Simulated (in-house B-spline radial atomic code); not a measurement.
Inner levels of caesium as electrons are removed. A shift is the extra binding of the orbital against the neutral atom ([Xe] 6s1). The density at the nucleus is averaged over the nuclear charge. Computed with a radial B-spline atomic code at the basis-set limit: Dirac-Hartree-Fock, jj configuration that fills j = l - 1/2 first, finite nuclei.

A number in brackets counts the electrons of a j subshell.

```tsv
ion	configuration	shift of 2p1/2 (eV)	shift of 3p3/2 (eV)	shift of 1s1/2 (eV)	radius of 2p1/2 (bohr)	radius of 3p3/2 (bohr)	radius of 1s1/2 (bohr)	Σ<r²> (bohr²)	change of density at nucleus (bohr⁻³)
Cs27+	[Ar] 3d10	899.47	837.5	922.33	0.093899	0.29299	0.0261	1.7005	-1137.67
Cs28+	[Ar] 3d3/2(4) 3d5/2(5)	?	?	?	?	?	?	?	?
Cs29+	[Ar] 3d3/2(4) 3d5/2(4)	1105.96	989.54	1128.52	0.093794	0.28832	0.0261	1.4773	-863.67
Cs30+	[Ar] 3d3/2(4) 3d5/2(3)	1212.57	1067.44	1235.17	0.093735	0.28603	0.026101	1.3731	-719.71
Cs31+	[Ar] 3d3/2(4) 3d5/2(2)	?	?	?	?	?	?	?	?
Cs32+	[Ar] 3d3/2(4) 3d5/2(1)	1432.43	1226.98	1455.53	0.093606	0.28151	0.026102	1.1783	-417.83
Cs33+	[Ar] 3d3/2(4)	?	?	?	?	?	?	?	?
Cs34+	[Ar] 3d3/2(3)	1658.4	1394.76	1687.09	0.09339	0.27694	0.026103	1.001	-91.826
Cs35+	[Ar] 3d3/2(2)	1773.16	1482.16	1807.34	0.09324	0.27461	0.026103	0.91848	81.108
Cs36+	[Ar] 3d3/2(1)	1889.94	1570.81	1930	0.093085	0.27231	0.026103	0.83937	258.92
Cs37+	[Ne] 3s2 3p6	2008.74	1660.71	2055.06	0.092925	0.27004	0.026104	0.76345	441.63
```

Q: Fill in the row of Cs28+.

A: shift of 2p1/2 (eV): 1001.59; shift of 3p3/2 (eV): 912.89; shift of 1s1/2 (eV): 1024.24; radius of 2p1/2 (bohr): 0.093848; radius of 3p3/2 (bohr): 0.29064; radius of 1s1/2 (bohr): 0.0261; Σ<r²> (bohr²): 1.5863; change of density at nucleus (bohr⁻³): -1002.97.

Q: Fill in the row of Cs31+.

A: shift of 2p1/2 (eV): 1321.39; shift of 3p3/2 (eV): 1146.59; shift of 1s1/2 (eV): 1344.17; radius of 2p1/2 (bohr): 0.093672; radius of 3p3/2 (bohr): 0.28376; radius of 1s1/2 (bohr): 0.026101; Σ<r²> (bohr²): 1.2736; change of density at nucleus (bohr⁻³): -571.1.

Q: Fill in the row of Cs33+.

A: shift of 2p1/2 (eV): 1545.68; shift of 3p3/2 (eV): 1308.61; shift of 1s1/2 (eV): 1569.24; radius of 2p1/2 (bohr): 0.093535; radius of 3p3/2 (bohr): 0.27929; radius of 1s1/2 (bohr): 0.026102; Σ<r²> (bohr²): 1.087; change of density at nucleus (bohr⁻³): -259.87.
